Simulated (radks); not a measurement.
Task: These are the eigenvalues of the occupied orbitals of an atom or ion with whole-number occupations (eV). All-electron calculation, scalar-relativistic Kohn-Sham, PBE, spin-unpolarised, spherical densities, point nucleus. Program: a radial shooting solver on a logarithmic mesh with Libxc functionals.

orbital  eigenvalue
1s        -20911.46
2s        -3020.289
2p        -2707.570
3s        -561.1551
3p        -458.4973
3d        -292.4430
4s        -114.3598
4p         -85.7452
4d         -44.3972
6d          -9.7225

Which element is it, and in what charge state? The configuration may be excited.

Result: Z = 43, technetium, charge +3: Tc3+ in [Kr] 4d3 6d1. The list shows which subshells hold electrons but not how many an open one holds; the 1s level, -768.48 hartree, gives Z - s = 39.2 by -(Z - s)^2/2, which with screening and relativity narrows Z to a few neighbours, and the depths of the outer levels then fix element, charge and occupations together.
